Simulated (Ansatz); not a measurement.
`[AlH2][BH][GeH3]` + H₂O → `O[BH][AlH2]` + GeH₄  (formal hydrolysis of a B–Ge bond)

Program: Ansatz. Geometries: PBE0-D4/def2-TZVP. ΔE: electronic, gas phase. CCSD(T)/CBS is the MP2 limit (def2-TZVPP, def2-QZVPP) plus CCSD(T) − MP2 in def2-TZVPP, frozen cores. This one scheme is used for every species. Functionals use def2-TZVPP. B3LYP here is the variant with VWN-RPA as its local correlation; programs differ in this. For Ge outer-core shells are correlated without core-valence functions, which leaves a few kJ/mol of doubt a bond. Scalar relativity is left out up to krypton. One conformer a species, not always the lowest.

`[AlH2][BH][GeH3]`:

Z-matrix (Å, degrees):
```
Ge
B 1 2.064
H 1 1.545 2 107.5
H 1 1.542 2 114.9 3 -119.0
H 1 1.542 2 112.1 3 117.7
Al 2 2.104 1 123.9 3 108.7
H 2 1.200 1 112.9 3 -69.9
H 6 1.593 2 120.3 1 90.7
H 6 1.593 2 120.8 1 -86.5
```

H₂O:

```xyz
3

O    -0.031    0.097    0.376
H    -0.700   -0.308   -0.181
H     0.731    0.212   -0.195
```

`O[BH][AlH2]`:

Cartesian coordinates in Å:
```
O -0.061 0.882 -1.483
B 0.161 0.725 -0.153
Al -0.170 -1.199 0.741
H 0.111 1.774 -1.802
H 0.540 1.695 0.466
H -1.582 -1.602 1.364
H 1.002 -2.275 0.868
```

GeH₄:

```xyz
5

Ge    0.000    0.000    0.000
H    -1.092   -1.024   -0.336
H    -0.105    0.393    1.479
H    -0.182    1.247   -0.874
H     1.379   -0.616   -0.269
```

```json
{"level": "r2SCAN-D4", "ΔE (kcal/mol)": "-31.4", "difference from CCSD(T)/CBS": "-1.8"}
{"level": "B3LYP-D4", "ΔE (kcal/mol)": "-32.7", "difference from CCSD(T)/CBS": "-3.1"}
{"level": "PBE", "ΔE (kcal/mol)": "-31.3", "difference from CCSD(T)/CBS": "-1.7"}
{"level": "PBE0", "ΔE (kcal/mol)": "-31.1", "difference from CCSD(T)/CBS": "-1.5"}
{"level": "B3LYP", "ΔE (kcal/mol)": "-33.8", "difference from CCSD(T)/CBS": "-4.2"}
{"level": "RPA@PBE/def2-TZVPP", "ΔE (kcal/mol)": "-32.1", "difference from CCSD(T)/CBS": "-2.5"}
{"level": "MP2/def2-SVP", "ΔE (kcal/mol)": "-39.2", "difference from CCSD(T)/CBS": "-9.6"}
{"level": "CCSD/def2-SVP", "ΔE (kcal/mol)": "-38.2", "difference from CCSD(T)/CBS": "-8.6"}
{"level": "MP2/def2-QZVPP", "ΔE (kcal/mol)": "-30.9", "difference from CCSD(T)/CBS": "-1.3"}
{"level": "CCSD/CBS(def2)", "ΔE (kcal/mol)": "-29.6", "difference from CCSD(T)/CBS": "0.0"}
{"level": "CCSD(T)/CBS", "ΔE (kcal/mol)": "-29.6", "difference from CCSD(T)/CBS": "0"}
```

Largest T1 diagnostic among the species: 0.014.

In def2-TZVPP, CCSD(T) changes the Hartree–Fock value by +3.1 kcal/mol (the triples alone add −0.0 kcal/mol) and MP2 by +2.6 kcal/mol. At CCSD(T), def2-SVP lies −9.0 kcal/mol from the extrapolated value and def2-TZVPP −1.5 kcal/mol. Leaving LDA and LC-ωPBE aside and taking each functional with its dispersion term where it has one, the values, not all of them listed here, spread over 4.2 kcal/mol, from CAM-B3LYP-D4 to revPBE-D4. LDA lies −1.7 kcal/mol from PBE without D4.
